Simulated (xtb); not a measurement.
Harmonic IR lines of one isomer of CH4OSi2, unscaled. All values below come from GFN2-xTB in xtb 6.7.1.

```tsv
wavenumber (cm⁻¹)	relative intensity
249	6.7
315	3.1
408	8.5
583	8.3
611	8.1
720	5.4
776	5.6
864	80
1350	8.5
1643	100
2151	52
2194	83
2261	57
2678	41
```

Problem. Say which structure gives these lines.
A) `O=[SiH]C=[SiH2]`
B) `C1=[SiH][SiH2]O1`
C) `O=C[SiH]=[SiH2]`
D) `O=[Si]1C[SiH2]1`

Solution. C, `O=C[SiH]=[SiH2]`
